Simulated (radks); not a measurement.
Values are calculated unless marked as measured or tabulated.
Question: The mean radii <r> (bohr) of the occupied orbitals of an atom or ion are listed with their occupations. Level of theory: scalar-relativistic Kohn-Sham, LDA (Slater exchange, Perdew-Wang correlation), spin-polarised, spherical densities, finite nucleus; Fermi nuclear charge, rms radius of each element as measured or else 0.836 A^(1/3) + 0.57 fm (a radial shooting solver on a logarithmic mesh with Libxc functionals).

orbital  occ.      <r>
1s up       1  0.05418
1s down     1  0.05418
2s up       1   0.2456
2s down     1   0.2453
2p up       3   0.2157
2p down     3   0.2154
3s up       1   0.7364
3s down     1   0.7383
3p up       3   0.7699
3p down     3   0.7729
3d up       5   0.9058
3d down     2   0.9212
4s up       1    2.218

Name the element and its charge. Open shells, if any, are filled with parallel spins first.

Answer: Z = 28, nickel, charge +2: Ni2+ in [Ar] 3d7 4s1. The 1s radius gives Z: for a bare nucleus <r> = (2 gamma + 1)/(2Z) with gamma = sqrt(1 - (Z/c)^2), 0.05282 bohr for Z = 28, and screening makes it slightly larger (0.05418 here). The occupations add up to 26, and the charge is Z minus that.
